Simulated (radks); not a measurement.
The numbers below are computed, except where a source is named.
Charge is removed step by step from the 3s level of Ru3+, starting from [Kr] 4d5. Code: a radial shooting solver on a logarithmic mesh with Libxc functionals. Model: scalar-relativistic Kohn-Sham, PBE, spin-unpolarised, spherical densities, finite nucleus; Fermi nuclear charge, rms radius 4.4809 fm.

removed (e),E - E(0) (eV),eigenvalue (eV),E minus straight line (eV)
0,0.000,-590.98,0.000
0.125,74.125,-595.57,-2.043
0.25,148.83,-600.20,-3.510
0.375,224.11,-604.85,-4.397
0.5,299.97,-609.54,-4.700
0.625,376.42,-614.26,-4.416
0.75,453.47,-619.00,-3.540
0.875,531.10,-623.77,-2.069
1,609.34,-628.58,0.000

Removing the whole electron costs 609.34 eV by Delta-SCF, against 590.98 eV from minus the eigenvalue at the starting occupation. Slater's transition state (half an electron removed) gives 609.54 eV. Integrating minus the eigenvalue over the occupation (Janak's theorem) gives 609.62 eV. In this scalar-relativistic scheme the density is built from large components alone, so the theorem holds only approximately. The mean slope of the eigenvalue, de/dn, is 37.6 eV per electron.
